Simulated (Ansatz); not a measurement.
Geometry optimisation, Ansatz, RKS PBE0/6-31G.

Input:

```yaml
crystal:
  periodic: [false, false, false]
  atoms:
    - { symbol: O, position_ang: [-0.7419, -0.0005, 2.1187] }
    - { symbol: Si, position_ang: [0.4691, -0.305, 1.0847] }
    - { symbol: "N", position_ang: [1.81214, 0.34042, 1.7464] }
    - { symbol: C, position_ang: [2.31554, -0.76072, 2.40793] }
    - { symbol: S, position_ang: [3.32035, -1.85557, 1.55578] }
    - { symbol: H, position_ang: [-1.6055, -0.4071, 1.8629] }
    - { symbol: H, position_ang: [0.41943, -1.6907, 0.51213] }
    - { symbol: H, position_ang: [2.49325, 0.56945, 0.97413] }
    - { symbol: H, position_ang: [1.67072, -1.16315, 3.27126] }
    - { symbol: H, position_ang: [2.37321, -2.83514, 1.41502] }
basis:
  gaussian: { orbitals: "6-31G" }
hamiltonian:
  xc: pbe0
relax:
  f_tol: 0.015
  max_steps: 40
```

Run as:

```bash
$ ansatz run input.yaml --threads 1 --pin off --max-ram 2048MiB --backend cpu --events-out ev --progress --plain --runs-dir out
```

Task: Where does it end, and by what steps?

Result: The run converged. Limits of this set-up: no polarisation functions. After 19 steps the energy has fallen by 3.134 eV; H9 moved furthest, 1.98 Å. Parted: Si2–C4.

```json
{"step": "0", "energy less start (eV)": "0.0000", "largest force component (eV/Å)": "6.803", "accepted": "yes"}
{"step": "1", "energy less start (eV)": "-1.4356", "largest force component (eV/Å)": "4.141", "accepted": "yes"}
{"step": "2", "energy less start (eV)": "-2.0726", "largest force component (eV/Å)": "2.006", "accepted": "yes"}
{"step": "3", "energy less start (eV)": "-2.2703", "largest force component (eV/Å)": "1.667", "accepted": "yes"}
{"step": "4", "energy less start (eV)": "-2.4877", "largest force component (eV/Å)": "0.581", "accepted": "yes"}
{"step": "5", "energy less start (eV)": "-2.5881", "largest force component (eV/Å)": "0.545", "accepted": "yes"}
{"step": "6", "energy less start (eV)": "-2.7108", "largest force component (eV/Å)": "0.397", "accepted": "yes"}
{"step": "7", "energy less start (eV)": "-2.8170", "largest force component (eV/Å)": "0.739", "accepted": "yes"}
{"step": "8", "energy less start (eV)": "-2.8926", "largest force component (eV/Å)": "1.080", "accepted": "yes"}
{"step": "9", "energy less start (eV)": "-2.9765", "largest force component (eV/Å)": "0.728", "accepted": "yes"}
{"step": "10", "energy less start (eV)": "-3.0446", "largest force component (eV/Å)": "0.308", "accepted": "yes"}
{"step": "11", "energy less start (eV)": "-3.0733", "largest force component (eV/Å)": "0.674", "accepted": "yes"}
{"step": "12", "energy less start (eV)": "-3.0974", "largest force component (eV/Å)": "0.567", "accepted": "yes"}
{"step": "13", "energy less start (eV)": "-3.1096", "largest force component (eV/Å)": "0.551", "accepted": "yes"}
{"step": "14", "energy less start (eV)": "-3.1060", "largest force component (eV/Å)": "0.850", "accepted": "no"}
{"step": "15", "energy less start (eV)": "-3.1321", "largest force component (eV/Å)": "0.086", "accepted": "yes"}
{"step": "16", "energy less start (eV)": "-3.1337", "largest force component (eV/Å)": "0.068", "accepted": "yes"}
{"step": "17", "energy less start (eV)": "-3.1343", "largest force component (eV/Å)": "0.029", "accepted": "yes"}
{"step": "18", "energy less start (eV)": "-3.1344", "largest force component (eV/Å)": "0.019", "accepted": "yes"}
{"step": "19", "energy less start (eV)": "-3.1345", "largest force component (eV/Å)": "0.013", "accepted": "yes"}
```

```xyz
10
Properties=species:S:1:pos:R:3
O -1.009 0.836 1.829
Si -0.169 -0.051 0.560
N 1.600 -0.264 1.535
C 2.206 -1.377 1.739
S 3.973 -1.537 2.080
H -1.313 0.416 2.648
H -0.461 -1.555 0.957
H 2.111 0.611 1.654
H 1.635 -2.297 1.647
H 3.952 -2.891 2.300
```

The run took 2 min on 1 thread of Intel(R) Xeon(R) Processor @ 2.70GHz, with other jobs on the host, peak memory 0.2 GiB.
